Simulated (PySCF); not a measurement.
**Bond curve of CaCl**

Set-up: Ca def2-SVP, Cl def2-SVP; no relativity (PySCF 2.14). Energies in eV from Ca + Cl in their ground configurations at the same level. State: ²Σ⁺ (doublet), unpaired electrons σ ↑.

All columns are PBE0. A positive dipole means Ca(−)Cl(+).

```csv
R (Å),E (eV),μ (D),Mulliken charge on Ca (basis-dependent),HOMO (eV),LUMO (eV),Mayer bond order,⟨S²⟩
2.088,-3.499,-2.92,0.37,-3.97,-1.83,1.15,0.75
2.185,-4.012,-3.26,0.40,-4.09,-1.92,1.10,0.75
2.282,-4.290,-3.62,0.42,-4.20,-2.02,1.06,0.75
2.355,-4.386,-3.90,0.43,-4.29,-2.09,1.05,0.75
2.428,-4.411,-4.20,0.44,-4.37,-2.15,1.03,0.75
2.501,-4.382,-4.50,0.44,-4.45,-2.22,1.02,0.75
2.598,-4.282,-4.92,0.45,-4.55,-2.32,1.00,0.75
2.719,-4.092,-5.45,0.46,-4.68,-2.44,0.98,0.75
2.865,-3.809,-6.12,0.47,-4.82,-2.58,0.95,0.75
3.059,-3.390,-7.03,0.49,-4.99,-2.77,0.91,0.75
```

A fit through these points gives, at Re = 2.422 Å, μ = -4.17 D and dμ/dR = -4.09 D/Å; the reduced mass is 18.65 u.

Task: How strong is the fundamental in the double-harmonic approximation, I = 42.26·(dμ/dR)²/μred km/mol?

Result: I = 42.26·(-4.09)²/18.65 = 37.9 km/mol at PBE0.

The state was picked by a PBE0 search and need not be the measured ground state.
